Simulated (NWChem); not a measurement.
System: C$_{2}$H$_{7}$NOSi; SMILES C(/O[SiH3])=N\C

Excerpt of the output:

```
             Northwest Computational Chemistry Package (NWChem) 7.3.0
             --------------------------------------------------------

                             Geometry "geometry" -> ""
                             -------------------------

 Output coordinates in angstroms (scale by  1.889725989 to convert to a.u.)

  No.       Tag          Charge          X              Y              Z
 ---- ---------------- ---------- -------------- -------------- --------------
    1 C                    6.0000     0.40619800    -2.51909500     0.00000000
    2 N                    7.0000     0.26656500    -1.09254400     0.00000000
    3 C                    6.0000    -0.87998400    -0.56766800     0.00000000
    4 O                    8.0000    -1.03439300     0.75556300     0.00000000
    5 Si                  14.0000     0.39838500     1.69663100     0.00000000
    6 H                    1.0000     0.98213400    -2.84129100    -0.88285800
    7 H                    1.0000     0.98213400    -2.84129100     0.88285800
    8 H                    1.0000    -0.55774000    -3.06490600     0.00000000
    9 H                    1.0000    -1.84043400    -1.11581500     0.00000000
   10 H                    1.0000     1.19754800     1.46524300     1.23331300
   11 H                    1.0000    -0.13919700     3.08545600     0.00000000
   12 H                    1.0000     1.19754800     1.46524300    -1.23331300

 Effective nuclear repulsion energy (a.u.)     227.8639025465

                                 NWChem DFT Module
                                 -----------------

 Summary of "ao basis" -> "ao basis" (spherical)
 ------------------------------------------------------------------------------
       Tag                 Description            Shells   Functions and Types
 ---------------- ------------------------------  ------  ---------------------
 C                           6-31g*                  6       14   3s2p1d
 N                           6-31g*                  6       14   3s2p1d
 O                           6-31g*                  6       14   3s2p1d
 Si                          6-31g*                  8       18   4s3p1d
 H                           6-31g*                  2        2   2s

 in cosmo_initialize ...
 calling solv_data for solv:benzene

 solvent parameters
 solvname_short: benzene
 solvname_long:  benzene
 dielec:        2.2706
 dielecinf:     2.2533
 nonaqueous SMD model solvent descriptors
 dielec:        2.2706
 sola:          0.0000
 solb:          0.1400
 solc:          1.0000
 solg:         40.6200
 solh:          0.0000
 soln:          1.5011

          ---------------
          -cosmo- solvent
          ---------------
 Cosmo: York-Karplus, doi: 10.1021/jp992097l
 dielectric constant -eps-     =   2.27
 screen = (eps-1)/(eps    )    =   0.55959
 surface charge correction     = lagrangian

   van der Waals surface
 --------------------------

[...]

                                COSMO-SMD solvation results
                                ---------------------------

             internal energy in gas <Psi(g)|H|Psi(g)> =      -499.902127441097
         internal energy in solvent <Psi(s)|H|Psi(s)> =      -499.901908216018
                               delta internal energy  =         0.000219225079 (    0.14 kcal/mol)
   total free energy in solvent <Psi(s)|H+V/2|Psi(s)> =      -499.904701776414
 polarization energy contribution <Psi(s)|V/2|Psi(s)> =        -0.002793560396 (   -1.75 kcal/mol)
    total free energy in solvent including G(SMD-CDS) =      -499.905750992189
                       G(SMD-CDS) energy contribution =        -0.001049215775 (   -0.66 kcal/mol)
     1 M fixed-concentration free energy of solvation =        -0.003623551093 (   -2.27 kcal/mol)

                       DFT Final Molecular Orbital Analysis
                       ------------------------------------

 Vector   22  Occ=2.000000D+00  E=-3.372137D-01
              MO Center= -1.7D-05,  1.7D+00,  1.8D-08, r^2= 3.1D+00
   Bfn.  Coefficient  Atom+Function         Bfn.  Coefficient  Atom+Function
  ----- ------------  ---------------      ----- ------------  ---------------
    45      0.313170   4 O  px               86      0.272838  11 H  s
    63     -0.268993   5 Si px               85      0.228126  11 H  s
    49      0.211414   4 O  px               64      0.196144   5 Si py
    84     -0.141041  10 H  s                88     -0.141041  12 H  s
    83     -0.133443  10 H  s                87     -0.133443  12 H  s

 Vector   23  Occ=2.000000D+00  E=-2.674150D-01
              MO Center=  1.9D-01, -1.1D+00, -1.6D-08, r^2= 2.3D+00
   Bfn.  Coefficient  Atom+Function         Bfn.  Coefficient  Atom+Function
  ----- ------------  ---------------      ----- ------------  ---------------
    17      0.413018   2 N  px               20      0.294702   2 N  s
    18      0.285898   2 N  py               21      0.284042   2 N  px
    80      0.208308   8 H  s                22      0.196565   2 N  py
    82      0.188330   9 H  s                31     -0.151845   3 C  px
     4     -0.147962   1 C  py               79      0.139636   8 H  s

 Vector   24  Occ=2.000000D+00  E=-2.660654D-01
              MO Center= -1.5D-01, -6.8D-01,  1.7D-08, r^2= 2.8D+00
   Bfn.  Coefficient  Atom+Function         Bfn.  Coefficient  Atom+Function
  ----- ------------  ---------------      ----- ------------  ---------------
    19      0.410459   2 N  pz               47     -0.364145   4 O  pz
    23      0.305717   2 N  pz               51     -0.297001   4 O  pz
    33      0.239939   3 C  pz                5     -0.153110   1 C  pz
    37      0.151888   3 C  pz               76      0.150116   6 H  s
    78     -0.150116   7 H  s                75      0.117779   6 H  s

 Vector   25  Occ=0.000000D+00  E= 1.650505D-02
              MO Center= -4.0D-01, -5.8D-01, -8.8D-10, r^2= 2.6D+00
   Bfn.  Coefficient  Atom+Function         Bfn.  Coefficient  Atom+Function
  ----- ------------  ---------------      ----- ------------  ---------------
    37      0.606395   3 C  pz               33      0.493027   3 C  pz
    23     -0.489675   2 N  pz               19     -0.398399   2 N  pz
    69     -0.321669   5 Si pz               84      0.255028  10 H  s
    88     -0.255028  12 H  s                51     -0.200558   4 O  pz
    47     -0.175555   4 O  pz               76     -0.175610   6 H  s

 Vector   26  Occ=0.000000D+00  E= 1.919969D-02
              MO Center=  5.3D-01,  1.8D+00,  2.0D-09, r^2= 4.2D+00
   Bfn.  Coefficient  Atom+Function         Bfn.  Coefficient  Atom+Function
  ----- ------------  ---------------      ----- ------------  ---------------
    67      0.925221   5 Si px               68      0.618850   5 Si py
    48      0.507906   4 O  s                63      0.252117   5 Si px
    84     -0.242048  10 H  s                88     -0.242048  12 H  s
    82      0.221728   9 H  s                64      0.211030   5 Si py
    35      0.184870   3 C  px               34      0.180460   3 C  s

 Vector   27  Occ=0.000000D+00  E= 9.390117D-02
              MO Center= -2.6D-02,  1.8D+00, -3.7D-07, r^2= 4.5D+00
   Bfn.  Coefficient  Atom+Function         Bfn.  Coefficient  Atom+Function
  ----- ------------  ---------------      ----- ------------  ---------------
    69      1.465625   5 Si pz               84     -0.955392  10 H  s
    88      0.955392  12 H  s                51     -0.293147   4 O  pz
    65      0.272915   5 Si pz               47     -0.234005   4 O  pz
    23     -0.172745   2 N  pz               37      0.130405   3 C  pz
    83     -0.108829  10 H  s                87      0.108829  12 H  s

     Multipole analysis of the density
     ---------------------------------

     L   x y z        total         alpha         beta         nuclear
     -   - - -        -----         -----         ----         -------
     0   0 0 0     -0.000000    -24.000000    -24.000000     48.000000

     1   1 0 0     -0.153523      1.673618      1.673618     -3.500759
     1   0 1 0     -0.523659     -0.055463     -0.055463     -0.412733
     1   0 0 1     -0.000000     -0.000000     -0.000000      0.000000

     2   2 0 0    -28.628469    -59.720984    -59.720984     90.813500
     2   1 1 0      2.083669      2.307196      2.307196     -2.530722
     2   1 0 1     -0.000000     -0.000000     -0.000000      0.000000
     2   0 2 0    -25.486802   -251.700023   -251.700023    477.913245
     2   0 1 1     -0.000000     -0.000000     -0.000000      0.000000
     2   0 0 2    -28.814038    -22.622249    -22.622249     16.430461
```

Level: B3LYP/6-31G* (spherical d), SMD on the gas-phase geometry. The geometry was optimised at PBE0/def2-SVP. Not confirmed as a minimum by frequencies. Solvent: benzene.

### Question
Write an input that gives this output.

### Answer
This is not unique; one that fits is the input that was run:
```
start job
memory heap 200 mb stack 900 mb global 1100 mb
geometry units angstroms noautosym nocenter noautoz
  C      0.406198    -2.519095     0.000000
  N      0.266565    -1.092544     0.000000
  C     -0.879984    -0.567668     0.000000
  O     -1.034393     0.755563     0.000000
  Si     0.398385     1.696631     0.000000
  H      0.982134    -2.841291    -0.882858
  H      0.982134    -2.841291     0.882858
  H     -0.557740    -3.064906     0.000000
  H     -1.840434    -1.115815     0.000000
  H      1.197548     1.465243     1.233313
  H     -0.139197     3.085456     0.000000
  H      1.197548     1.465243    -1.233313
end
basis spherical
  C library 6-31g*
  N library 6-31g*
  O library 6-31g*
  Si library 6-31g*
  H library 6-31g*
end
dft
  xc b3lyp
  iterations 150
end
cosmo
  do_cosmo_smd true
  solvent benzene
end
task dft energy
```
